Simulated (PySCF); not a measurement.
**How methods differ on the excitation energy of Se**

Se [Ar] 3d10 4s2 4p4 (3P) → Se [Ar] 3d10 4s1 4p4 5s1 (5P), as a difference of total energies. All numbers are calculated (PySCF 2.14, a scalar-relativistic core potential, in aug-cc-pwCVDZ-PP with ECP10MDF (6s5p4d1f, 48 functions)). Correlated levels: valence and next inner shell: nothing frozen outside the core potential. The calculations carry no spin-orbit coupling.

```csv
method,excitation energy (eV)
UHF,16.275
MP2 (valence and next inner shell),16.551
SCS-MP2 (valence and next inner shell),16.578
CCSD (valence and next inner shell),16.244
CCSD(T) (valence and next inner shell),16.059
```

Task: How much does correlation contribute at CCSD(T) (valence and next inner shell)?

Result: 16.059 − (16.275) = -0.216 eV, measured against UHF.

The upper state lies above the first ionisation limit, where it may autoionise and the basis confines it. A Rydberg-like electron needs more diffuse functions than a valence basis has.

The promoted electron is Rydberg-like, and one or two diffuse shells describe it only roughly, which tends to raise the upper state.

The coupled-cluster amplitudes are large for the upper state (T1 above 0.03 or a double amplitude above 0.15), so a single reference is strained.
